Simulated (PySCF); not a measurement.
Telling isomers of C₄H₉ClSi₂ apart by NMR

PySCF calculation with σ from GIAO-PBE0/pcSseg-1 and GFN2-xTB structure; no relativistic terms, fast rotation and ring inversion assumed for equivalent nuclei, single conformer, in vacuum.

Chemical shifts δ = σref − σ; 1H and 13C vs TMS, all at this level. Where no couplings were computed, multiplicities follow the n + 1 count of equivalent neighbours, and m marks all less simple cases (inequivalent or close neighbours, rings, F or P nearby). Shifts are as computed. Against solution values, carbons near 30 ppm lie about +3 ppm off and those near 130 ppm about +5 ppm; carbons on Cl a further +6 ppm. Of 1211 compounds with measured shifts, 218 miss one by over three times the rms of a fit or turn the order of signals round; such compounds aren't used in these exercises. Carbons bonded to Cl come out too deshielded.

(1) Tabulate the signals of `[SiH3][SiH2][C@H]1C=C(Cl)C1`, `C[C@@H](Cl)[SiH2]C#C[SiH3]` and their relative energies.

(2) What is the quickest way to tell [SiH3][SiH2][C@H]1C=C(Cl)C1 from C[C@@H](Cl)[SiH2]C#C[SiH3]?

## Answers

(1) 
```json
{"SMILES": "[SiH3][SiH2][C@H]1C=C(Cl)C1", "carbon types": "1×C 2×CH 1×CH2", "δC": "143.4, 140.9, 43.2, 24.5", "δH": "6.00 (d, 1H), 4.09 (m, 1H), 4.06 (m, 1H), 3.28 (m, 3H), 3.09 (m, 1H), 2.50 (m, 1H), 2.34 (m, 1H)", "E rel. (kcal/mol)": "6.0"}
{"SMILES": "C[C@@H](Cl)[SiH2]C#C[SiH3]", "carbon types": "2×C 1×CH 1×CH3", "δC": "116.9, 114.9, 46.9, 24.2", "δH": "4.48 (m, 1H), 4.23 (s, 3H), 4.22 (m, 1H), 3.59 (m, 1H), 1.72 (d, 3H)", "E rel. (kcal/mol)": "0.0"}
```

Energies are electronic energies at PBE0/pcSseg-1 on these geometries, without zero-point or thermal terms, each for the one conformer computed, which needn't be the lowest.

(2) Both give the same number of carbon signals, but DEPT or the intensities differ. The first has an alkene CH at 143.4 ppm, the second a methyl carbon (CH3) at 24.2 ppm. Their most deshielded carbons lie at 143.4 and 116.9 ppm. In the proton spectra the most deshielded non-exchanging signals are 6.00 (d, 1H) and 4.48 (m, 1H).
